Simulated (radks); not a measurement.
Spherical quantum dot in the effective-mass picture: electrons in a hard-walled sphere of radius 11.5, with a point charge +1 (a donor) at the centre, all in effective atomic units (hartree* = m*/eps^2 hartree, bohr* = eps/m* bohr), one dielectric constant everywhere. Calculated with a radial shooting solver with Libxc functionals: non-relativistic Kohn-Sham, LDA (Slater exchange, Perdew-Wang correlation), spin-polarised, spherical densities. Levels are named by radial order and angular momentum (1s, 1p, 1d, 2s, ...), and open shells are averaged over m.

N = 39, configuration 1s2 1p6 1d10 2s(up 1, down 0) 1f14 1g(up 6, down 0). This is the lowest configuration that the search found (a dilute case). Occupied and some empty levels:

level    occupation  eigenvalue (hartree*)  <r> (bohr*)
1s up             1                 3.8065        9.204
1p up             3                 3.8190        9.260
1s down           1                 3.8203        9.215
1p down           3                 3.8327        9.245
1d up             5                 3.8434        9.302
1d down           5                 3.8571        9.289
2s up             1                 3.8623        1.641
1f up             7                 3.8794        9.352
1f down           7                 3.8933        9.342
1g up             6                 3.9266        9.406
1g down           0                 3.9406        9.398
1h up             0                 3.9848        9.462
1h down           0                 3.9989        9.456
2s down           0                 4.0191        2.599
3s up             0                 4.1182        6.177
2p up             0                 4.1297        5.940
2p down           0                 4.1403        6.147
3s down           0                 4.1480        5.889
2d up             0                 4.1980        6.791
2d down           0                 4.2047        6.803

Energy (hartree*): total 75.3787, kinetic 10.244, external -5.0943, Hartree 77.831, exchange-correlation -7.6028.
